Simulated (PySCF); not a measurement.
Checking a proposed structure

A compound C$_{4}$H$_{9}$NOSi$_{3}$ gives the data below (simulated from a calculation) and was assigned the structure `CC(=O)[Si]1(C#N)[SiH2]C[SiH2]1`.

¹³C{¹H} NMR (computed): δ 157.2 (CH), 156.7 (CH), 102.8 (CH), 89.5 (C).

¹H NMR (500 MHz, computed): δ 7.48 (m, 1H), 7.38 (m, 1H), 5.35 (m, 1H), 5.24 (m, 1H), 5.19 (m, 1H), 5.16 (m, 1H), 5.16 (m, 1H), 1.99 (m, 1H), 0.45 (br s, 1H).

Calculated, not measured (PySCF 2.14.0 with density-fitted response routines): structure optimised with GFN2-xTB, GIAO PBE0/pcSseg-1 shieldings. No relativistic terms, in vacuum, one conformer.

δ = σ(ref) − σ, references computed at the same level: ¹H (σref 31.72), ¹³C (σref 186.93) against TMS.

Task: Compare with the shifts computed for the proposed structure, pairing carbons in order of shift.

Result: Atom-mapped SMILES (the numbers label the heavy atoms): `[CH3:1][C:2](=[O:3])[Si:4]1([C:5]#[N:6])[SiH2:7][CH2:8][SiH2:9]1`; H(Xn) means a hydrogen on atom n.

```tsv
atom	computed for proposal	given list	difference
C2	242.0	157.2	+84.8
C5	125.2	156.7	-31.5
C1	43.8	102.8	-59.0
C8	-7.7	89.5	-97.2
```

The rms difference is 72.7 ppm and the largest -97.2 ppm at C8 (sp3 CH2 bonded to 2 Si). The carbon types in order of shift don't match either: C, C, CH3, CH2 for the proposal against CH, CH, CH, C in the data. The proposal doesn't fit.

Task: Which isomer fits?

Result: SMILES C#C[SiH2]O[Si@@H]1C=C[SiH2]N1.

- Carbon types of the structure: 1 × C, 3 × CH, leaving 6 H on heteroatoms.
- δC 157.2, 156.7: alkene CH; as expected for a trigonal carbon in a double bond.
- δC 102.8: terminal alkyne carbon; sp carbons lie upfield of alkene carbons because the cylindrical π system leaves one tensor component strongly shielded.
- δC 89.5: alkyne carbon; sp carbons lie upfield of alkene carbons because the cylindrical π system leaves one tensor component strongly shielded.
- δH 1.99: hydrogen on a terminal alkyne carbon; it lies on the axis of the triple bond, in its shielding cone.

The shifts were computed for this structure.

OH and NH positions are those of a molecule without intermolecular hydrogen bonds; in solution they move with solvent, concentration and temperature, and exchange usually removes their couplings. Shifts are as computed. Against solution values, carbons near 30 ppm lie about +3 ppm off and those near 130 ppm about +5 ppm. Of 1309 compounds with measured shifts, 239 miss one by over three times the rms of a fit or turn the order of signals round; such compounds aren't used in these exercises. Multiplicities follow the n + 1 count of equivalent neighbours, as no J values were calculated; m marks all less simple cases, F and P coupling included.
